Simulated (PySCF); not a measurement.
A structure optimised at PBE-D3(BJ)/def2-SVP, used in a PySCF frequency run:

```
Si
O 1 1.6786
H 2 0.9730 1 115.10
C 1 1.8664 2 106.27 3 175.74
H 4 1.1078 1 110.39 2 -57.33
H 4 1.1079 5 108.28 1 121.51
H 4 1.1091 5 108.37 6 117.55
C 1 1.8847 2 112.00 3 -58.94
H 8 1.1126 1 107.69 2 54.91
H 8 1.1132 9 105.78 1 113.90
C 8 1.5350 9 110.40 10 120.17
H 11 1.1088 8 110.97 9 63.06
H 11 1.1091 12 107.75 8 122.72
H 11 1.1098 12 107.25 13 115.13
Cl 1 2.1080 2 109.33 3 58.62
```
Charge 0, spin multiplicity 1.

Q: Write its SMILES and formula.

A: CC[Si@](C)(O)Cl, C3H9ClOSi

Q: What are its rotational constants (standard atomic weights)?

A: 2.1856, 1.8535, 1.4549 GHz
